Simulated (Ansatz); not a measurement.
Cl2H2O2Si2, 8 atoms. The species carries charge 0 and has multiplicity 1. All runs use 4 threads of an Arm Neoverse V2 on a shared host. Correlated methods freeze the cores.

Problem. Give the basis size and wall time and peak host memory of each of these runs in Ansatz. RKS r2SCAN0-D4/def2-TZVPP energy; RKS PBE0-D4/def2-QZVPP energy; RKS ωB97M-V/def2-SVP energy; RKS PBE0-D4/def2-SVP energy; RKS BHLYP-D4/def2-TZVPP energy; direct RPA on PBE orbitals/def2-TZVPP energy; RKS PBE0-D4/def2-TZVP frequencies; RKS ωB97M-V/def2-QZVPP energy; RKS PBE0-D4/def2-TZVP relaxation (7 steps); RHF-CCSD(T)/def2-TZVPP energy; RKS HSE06 (plane-wave form)-D4/def2-TZVPP energy; RHF-MP2/def2-QZVPP energy. (Estimate.)

Solution. Computed: Other jobs shared the machine, so times are rough.

| level | job | functions | wall time | peak host memory (GiB) |
| --- | --- | --- | --- | --- |
| RKS PBE0-D4/def2-SVP | energy | 110 | 1.1 s | 0.47 |
| RKS HSE06 (plane-wave form)-D4/def2-TZVPP | energy | 258 | 3.9 s | 0.93 |
| RKS BHLYP-D4/def2-TZVPP | energy | 258 | 3.9 s | 0.92 |
| RKS ωB97M-V/def2-SVP | energy | 110 | 4.5 s | 0.47 |
| direct RPA on PBE orbitals/def2-TZVPP | energy | 258 | 4.8 s | 0.63 |
| RKS r2SCAN0-D4/def2-TZVPP | energy | 258 | 6.5 s | 0.92 |
| RKS PBE0-D4/def2-QZVPP | energy | 454 | 10 s | 2.2 |
| RHF-MP2/def2-QZVPP | energy | 454 | 18 s | 2.7 |
| RKS ωB97M-V/def2-QZVPP | energy | 454 | 22 s | 2.5 |
| RKS PBE0-D4/def2-TZVP | relaxation (7 steps) | 222 | 32 s | 0.75 |
| RHF-CCSD(T)/def2-TZVPP | energy | 258 | 54 s | 3.5 |
| RKS PBE0-D4/def2-TZVP | frequencies | 222 | 74 s | 0.75 |
